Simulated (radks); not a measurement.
Results of a calculation; reference values are marked as such.
Problem. Ionisation of the scandium ion Sc+, [Ar] 3d1 4s1, to Sc2+, [Ar] 3d1, under several functionals. Non-relativistic Kohn-Sham, spin-polarised, spherical densities, point nucleus; open shells are filled with parallel spins first; a radial shooting solver on a logarithmic mesh with Libxc functionals. The NIST Atomic Spectra Database gives 12.800 eV (measured). Rank these functionals by the error of their Delta-SCF ionisation energy: RPBE; revTPSS; B86b exchange with PBE correlation; Wu-Cohen GGA; TASK exchange with Perdew-Wang LDA correlation; exchange-only B88; OLYP; revPBE; BLYP; SOGGA.

Solution. From best to worst: exchange-only B88 12.785 eV (-0.014); OLYP 12.740 eV (-0.059); revTPSS 12.738 eV (-0.062); SOGGA 12.931 eV (+0.131); RPBE 12.965 eV (+0.165); revPBE 12.965 eV (+0.165); Wu-Cohen GGA 13.032 eV (+0.232); BLYP 13.096 eV (+0.296); B86b exchange with PBE correlation 13.099 eV (+0.300); TASK exchange with Perdew-Wang LDA correlation 12.215 eV (-0.585). Open shells are spherical and high-spin; term and fine-structure splittings are not resolved.
